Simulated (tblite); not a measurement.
C4H9O (SMILES CCC[CH]O), doublet, geometry from GFN2-xTB; GFN1-xTB in tblite.

tblite was given this input:
```
$ tblite run mol.xyz --method gfn1 --charge 0 --spin 1 --json tblite.json --no-restart

# file mol.xyz
14

C      2.39287864    -0.22825278    -0.04182520
C      0.94472545    -0.38108691    -0.48518080
C      0.02179908     0.62178197     0.24243653
C     -1.39310057     0.50801669    -0.17086519
O     -2.15903748    -0.41259035     0.50925971
H      3.02825774    -0.94199644    -0.56186957
H      2.75476879     0.77485085    -0.25788138
H      2.48460822    -0.40246123     1.02792542
H      0.59718513    -1.39334774    -0.27242075
H      0.86967313    -0.21746926    -1.56246987
H      0.08492459     0.43710470     1.31592344
H      0.38065397     1.63339610     0.03535177
H     -1.69534850     0.76633321    -1.17424414
H     -3.03023866    -0.47844112     0.10821545
```

What the program printed (banner, timings and long lists left out):

```
xTB calculator
 | screened Coulomb repulsion
 | Coulomb electrostatics
 |  * isotropic Klopman-Ohno-Mataga-Nishimoto electrostatics
 |  * onsite third-order electrostatics
 | DFT-D3(BJ) dispersion correction

halogen bonding energy    0.0000000000000E+00 Eh
repulsion energy          2.0473919225882E-01 Eh
dispersion energy        -4.1273762907958E-03 Eh
number of electrons       3.1000000000000E+01 e
integral cutoff           1.9731147476801E+01 bohr

------------------------------------------------------------
  cycle        total energy    energy error   density error
------------------------------------------------------------
      1     -17.87732383213  -1.8077936E+01   5.7863007E-01
      2     -17.93768433443  -6.0360502E-02   3.3376312E-01
      3     -17.93888071970  -1.1963853E-03   5.5327525E-02
      4     -17.94064054691  -1.7598272E-03   7.7877597E-03
      5     -17.94077095347  -1.3040656E-04   4.6487781E-03
      6     -17.94080892580  -3.7972336E-05   1.3566528E-03
      7     -17.94081424588  -5.3200768E-06   1.3420086E-04
      8     -17.94081428618  -4.0296388E-08   2.8895339E-05
      9     -17.94081428776  -1.5781190E-09   7.1060173E-06
------------------------------------------------------------

electronic energy        -1.8141426103724E+01 Eh
total energy             -1.7940814287756E+01 Eh

Post processing:
 | Mayer-Wiberg bond orders

[Info] JSON dump of results written to 'tblite.json'
```
